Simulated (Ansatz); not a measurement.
Frontier orbitals of C3H6OZn, SMILES `C=[C](C)[Zn][OH]`.

```csv
atom,x (Å),y (Å),z (Å)
C1,-0.302,0.541,1.506
C2,0.058,0.249,0.256
C3,0.745,1.271,-0.600
Zn4,-0.327,-1.502,-0.423
O5,-0.589,-3.163,-0.999
H6,-0.106,1.525,1.935
H7,-0.801,-0.165,2.162
H8,1.728,0.920,-0.930
H9,0.172,1.481,-1.509
H10,0.886,2.215,-0.063
H11,-1.462,-3.370,-1.336
```

Charge 0, multiplicity 1. For Zn the d shell is correlated and the shells below it are frozen. Scalar relativity is left out up to krypton. The geometry is a stationary point of PBE0-D4/def2-TZVP. It is one conformer, not always the lowest. Basis def2-TZVPP, the Gaussian-basis code of Ansatz.

| functional | HOMO (eV) | LUMO (eV) | gap (eV) |
| --- | --- | --- | --- |
| PBE | -6.39 | -1.37 | 5.02 |
| revPBE | -6.31 | -1.26 | 5.05 |
| r2SCAN | -6.58 | -1.15 | 5.43 |
| PBE0 | -7.49 | -0.50 | 6.99 |
| CAM-B3LYP | -8.81 | 0.36 | 9.17 |
| ωB97X-V | -9.79 | 1.36 | 11.15 |
| ωB97M-V | -9.72 | 1.04 | 10.76 |
| HF | -9.76 | 1.99 | 11.75 |

From PBE to PBE0 the HOMO moves by −1.10 eV and the LUMO by +0.87 eV, and with ωB97M-V by −3.33 and +2.41 eV, so the gap grows from 5.02 to 10.76 eV with exact exchange. A positive LUMO is unbound and depends on the basis.
